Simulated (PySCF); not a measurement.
The numbers are results of PySCF with r2SCAN-D4/def2-TZVP, not measurements. Isolated molecules, 0 K electronic values unless said otherwise. One relaxed conformer stands for a flexible species; it need not be the lowest. Excitations are Tamm–Dancoff values on a coarser integration grid. The basis has no diffuse functions, so Rydberg states are missing or too high.

Reference species (SMILES): `[H]/N=C(\O)NC` (C–N–C–O torsion -171°, N–C–O–H torsion -2°) (neutral, multiplicity 1).

```
Item                       Value
----------------------  --------
S1 oscillator strength     0.003
HOMO                    -5.66 eV
T1 excitation (TDA)      5.59 eV
```

Changed species: `[H]/N=C(\N)OC`.

### Question
What does the change do to the S1 oscillator strength, HOMO and T1 excitation (TDA)?

### Answer
the S1 oscillator strength hardly moves; the HOMO falls by 0.32 eV, to -5.98 eV; the T1 excitation (TDA) rises by 0.10 eV, to 5.69 eV.
